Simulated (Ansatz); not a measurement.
`[SiH3][SnH]([Cl])[Cl]` + `C#[C][Sn]([Cl])([Cl])[Cl]` → `C#[C][SnH]([Cl])[Cl]` + `[SiH3][Sn]([Cl])([Cl])[Cl]`  (redistribution)

Isolated molecules relaxed with PBE0-D4/def2-TZVP in Ansatz; ΔE leaves out vibrations. CBS: MP2 limit from def2 TZ/QZ plus the TZ coupled-cluster correction, frozen cores. DFT in def2-TZVPP. B3LYP here is the variant with VWN-RPA as its local correlation; programs differ in this. HSE06 is defined as in plane-wave codes. def2 core potentials past Kr. For Sn outer-core shells are correlated without core-valence functions, which leaves a few kJ/mol of doubt a bond.

```tsv
level	ΔE (kcal/mol)	difference from CCSD(T)/CBS
LDA (SPW92)	-3.5	-0.5
revPBE-D4	-3.4	-0.4
BLYP-D4	-3.8	-0.8
r2SCAN-D4	-3.4	-0.4
B97M-V	-3.0	0.0
PBE0-D4	-3.3	-0.3
B3LYP-D4	-3.6	-0.6
r2SCANh-D4	-3.4	-0.4
r2SCAN0-D4	-3.3	-0.3
HSE06-D4	-3.3	-0.3
BHLYP-D4	-3.4	-0.4
ωB97X-V	-3.1	-0.1
ωB97M-V	-3.2	-0.2
B2PLYP	-3.4	-0.4
PBE-QIDH	-3.0	0.0
PBE	-3.6	-0.6
revPBE	-3.6	-0.6
r2SCAN	-3.4	-0.4
B3LYP	-3.7	-0.7
r2SCANh	-3.4	-0.4
r2SCAN0	-3.3	-0.3
HSE06	-3.3	-0.3
BHLYP	-3.4	-0.4
LC-ωPBE	-2.9	0.1
RPA@PBE/def2-TZVPP	-2.7	0.3
HF/def2-SVP	-3.2	-0.2
MP2/def2-SVP	-2.6	0.4
CCSD/def2-SVP	-2.6	0.4
CCSD(T)/def2-SVP	-2.6	0.4
HF/def2-TZVPP	-3.1	-0.1
MP2/def2-TZVPP	-3.1	-0.1
SCS-MP2/def2-TZVPP	-3.0	0.0
CCSD/def2-TZVPP	-2.9	0.1
CCSD(T)/def2-TZVPP	-2.9	0.1
HF/def2-QZVPP	-3.1	-0.1
MP2/def2-QZVPP	-3.2	-0.2
SCS-MP2/def2-QZVPP	-3.1	-0.1
HF/CBS(def2)	-3.1	-0.1
MP2/CBS(def2)	-3.2	-0.2
CCSD/CBS(def2)	-3.0	0.0
CCSD(T)/CBS	-3.0	0
```

Largest T1 diagnostic among the species: 0.012.

Leaving LDA and LC-ωPBE aside and taking each functional with its dispersion term where it has one, the values spread over 0.8 kcal/mol, from BLYP-D4 to PBE-QIDH.
